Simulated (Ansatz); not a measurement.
boron monoxide dimer (B2O2), singlet, geometry from GFN2-xTB; CAM-B3LYP/3-21G in Ansatz (a program for electronic structure).

Input for Ansatz:
Ansatz 0.2 input:
```yaml
crystal:
  periodic: [false, false, false]
  atoms:
    - {symbol: O, position_ang: [-0.00000000, -0.00000000, -1.99737313]}
    - {symbol: B, position_ang: [-0.00000000, -0.00000000, -0.80940457]}
    - {symbol: B, position_ang: [0.00000000, 0.00000000, 0.80940457]}
    - {symbol: O, position_ang: [0.00000000, 0.00000000, 1.99737313]}
basis:
  gaussian:
    orbitals: 3-21G.json
hamiltonian:
  xc: cam_b3lyp
```
The basis file holds 3-21G in the JSON format of the Basis Set Exchange.

Task: Predict the main parts of the log of this Ansatz run.

Result: 
```
Functional definition: CAM-B3LYP
416 factors; integrals over basis functions are off by at most 1.7e-4 eV
164 factors; integrals over basis functions are off by at most 6.1e-6 eV
mean field evaluation 1: about -5408.5861 eV, gradient 6.5e1 eV
mean field evaluation 2: about -5383.2739 eV, gradient 1.4e2 eV
mean field evaluation 4: about -5416.4193 eV, gradient 1.8e0 eV
mean field evaluation 8: about -5416.4227 eV, gradient 2.5e-2 eV
mean field -5416.42267339 eV, -199.0498618640 hartree, gradient 1.1e-5 eV, S^2 0.000000; 0 other end points of the search recorded, 0 dependent functions left out
reference -5416.42275633 eV, -199.0498649118 hartree; 13, 13 occupied and 23, 23 virtual orbitals, 416 factors
Total energy: -5416.42275633 eV, -199.0498649118 hartree
```
